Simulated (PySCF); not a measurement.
**Fe²⁺ (iron, charge +2) across methods**

[Ar] 3d5 4p1, high-spin 7P determinant (an excited configuration). Computed with PySCF 2.14 in x2c-QZVPPall (11s7p5d4f2g, 103 functions), with scalar relativity by spin-free X2C-1e.

```
   method  E (hartree)  mean ε 3p β (eV)  mean ε 3d α (eV)  mean ε 4p α (eV)  Σ⟨r²⟩ (bohr²)    ⟨S²⟩
    wB97X    -1271.389           -88.311           -40.065           -19.996          22.16  12.001
     PBE0    -1271.164           -85.822           -37.921           -18.263          22.12  12.000
    B97-3    -1271.232           -86.147           -37.960           -18.178          22.12  12.001
BHandHLYP    -1271.372           -88.902           -40.639           -18.750          22.17  12.001
      LDA    -1268.797           -82.761           -35.200           -17.657          22.00  12.000
      UHF  -1270.26411           -93.720           -45.965           -19.893          22.47  12.001
     TPSS    -1271.395           -82.967           -34.951           -17.512          22.11  12.000
   r2SCAN    -1271.356           -83.423           -35.592           -17.688          22.02  12.001
      PBE    -1271.123           -82.640           -34.990           -17.575          22.10  12.000
```
